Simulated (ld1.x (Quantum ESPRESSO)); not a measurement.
**Building the TM semilocal potential for indium (In) (PBE, scalar-relativistic).**

Input for ld1.x (Quantum ESPRESSO) 7.5:

```
&input
   title='In', zed=49., rel=1, dft='PBE', iswitch=3,
   config='[Kr] 4d10 5s2 5p1',
   nld=2, rlderiv=3.30, eminld=-3.0, emaxld=5.0, deld=0.02
 /
 &inputp
   pseudotype=1, tm=.true., lloc=1,
   nlcc=.true., new_core_ps=.true., rcore=1.05,
   file_pseudopw='In.pp', file_wfcaegen='ae.wfc', file_wfcncgen='nc.wfc'
 /
2
5S  1  0   2.00   0.00  2.25  2.25  0.0
5P  2  1   1.00   0.00  3.05  3.05  0.0
 &test
   configts(1)='5s2 5p1'
 /
```

Command:

```bash
ld1.x < In.in > In.out
```

Output (shortened: banner, matrices, multipoles, cross overlaps and the repeated all-electron block are left out):

```
Program LD1 v.7.5
     --------------------------- All-electron run ----------------------------

     In
     scalar relativistic calculation

     atomic number is 49.00
     dft =PBE   lsd =0 sic =0 latt =0  beta=0.20 tr2=1.0E-14
     Exchange-correlation= PBE
                           (   1   4   3   4   0   0   0)
     mesh =1241 r(mesh) = 100.30140 a.u. xmin = -7.00 dx = 0.01250
     1 Ry =  13.60569312 eV, c = 137.03599908

     n l     nl                  e(Ry)          e(Ha)          e(eV)
     1 0     1S 1( 2.00)     -2039.9100     -1019.9550    -27754.3892
     2 0     2S 1( 2.00)      -305.4337      -152.7169     -4155.6374
     2 1     2P 1( 6.00)      -274.1375      -137.0687     -3729.8300
     3 0     3S 1( 2.00)       -57.9587       -28.9793      -788.5681
     3 1     3P 1( 6.00)       -47.7106       -23.8553      -649.1352
     4 0     4S 1( 2.00)        -8.7948        -4.3974      -119.6592
     4 1     4P 1( 6.00)        -5.7424        -2.8712       -78.1300
     3 2     3D 1(10.00)       -31.8038       -15.9019      -432.7123
     4 2     4D 1(10.00)        -1.3688        -0.6844       -18.6233
     5 0     5S 1( 2.00)        -0.6035        -0.3017        -8.2110
     5 1     5P 1( 1.00)        -0.1851        -0.0926        -2.5185

     final scf error:  6.5E-15 reached in  26 iterations

     Etot =  -11763.278081 Ry,   -5881.639040 Ha, -160047.551690 eV

     Ekin =   12261.098761 Ry,    6130.549381 Ha,  166820.747093 eV
     Encl =  -28443.021702 Ry,  -14221.510851 Ha, -386987.024767 eV
     Eh   =    4737.642377 Ry,    2368.821188 Ha,   64458.908302 eV
     Exc  =    -318.997517 Ry,    -159.498758 Ha,   -4340.182318 eV

     normalization and overlap integrals

     s(1S/1S) =  1.000000  <r> =   0.0297  <r2> =    0.0012  r(max) =   0.0192
     s(2S/2S) =  1.000000  <r> =   0.1285  <r2> =    0.0195  r(max) =   0.1090
     s(2P/2P) =  1.000000  <r> =   0.1122  <r2> =    0.0154  r(max) =   0.0870
     s(3S/3S) =  1.000000  <r> =   0.3486  <r2> =    0.1390  r(max) =   0.3153
     s(3P/3P) =  1.000000  <r> =   0.3471  <r2> =    0.1399  r(max) =   0.3075
     s(4S/4S) =  1.000000  <r> =   0.8480  <r2> =    0.8143  r(max) =   0.7658
     s(4P/4P) =  1.000000  <r> =   0.9218  <r2> =    0.9725  r(max) =   0.8152
     s(3D/3D) =  1.000000  <r> =   0.3243  <r2> =    0.1250  r(max) =   0.2581
     s(4D/4D) =  1.000000  <r> =   1.1828  <r2> =    1.6828  r(max) =   0.9354
     s(5S/5S) =  1.000000  <r> =   2.6097  <r2> =    7.8334  r(max) =   2.1612
     s(5P/5P) =  1.000000  <r> =   3.7447  <r2> =   16.6771  r(max) =   2.8453

     ------------------------ End of All-electron run ------------------------

     --------------------- Generating NC pseudopotential ---------------------

      Generating local pot.: lloc=1, matching radius rcloc =   3.0500

      Computing core charge for nlcc:

       r > 1.06 : true rho core
      Core charge pseudized with two Bessel functions
      Integrated core pseudo-charge :  24.11

      Wfc   5S  rcut= 2.244  Using Troullier-Martins method

     ------------------- End of pseudopotential generation -------------------

     Computing logarithmic derivative in   3.28527
     Computing logarithmic derivative in   3.28527
     Computing the partial wave expansion
     R is outside the sphere for l=    0 j= 0.00
       no projector for channel:   1

     ---------------------- Testing the pseudopotential ----------------------

     In
     scalar relativistic calculation

     atomic number is 49.00   valence charge is  3.00
     dft =PBE   lsd =0 sic =0 latt =0  beta=0.20 tr2=1.0E-14
     mesh =1241 r(mesh) = 100.30140 xmin = -7.00 dx = 0.01250

     n l     nl             e AE (Ry)        e PS (Ry)    De AE-PS (Ry)
     1 0     5S   1( 2.00)       -0.60349       -0.60350        0.00000
     2 1     5P   1( 1.00)       -0.18511       -0.18511        0.00000

     eps = 2.0E-15  iter =  6

     Etot =  -11763.278081 Ry,   -5881.639040 Ha, -160047.551690 eV
     Etotps =   -55.468390 Ry,     -27.734195 Ha,    -754.685889 eV

     Ekin =       1.229449 Ry,       0.614724 Ha,      16.727500 eV
     Encl =      -5.954884 Ry,      -2.977442 Ha,     -81.020321 eV
     Ehrt =       2.747542 Ry,       1.373771 Ha,      37.382210 eV
     Ecxc =     -53.287866 Ry,     -26.643933 Ha,    -725.018352 eV
     (Ecc =     -51.520351 Ry,     -25.760176 Ha,    -700.970086 eV)
     Epseu=      -0.202630 Ry,      -0.101315 Ha,      -2.756926 eV

     ---------------------- End of pseudopotential test ----------------------
```

Generation and configuration tests took about 1 s on one core of a shared server CPU.
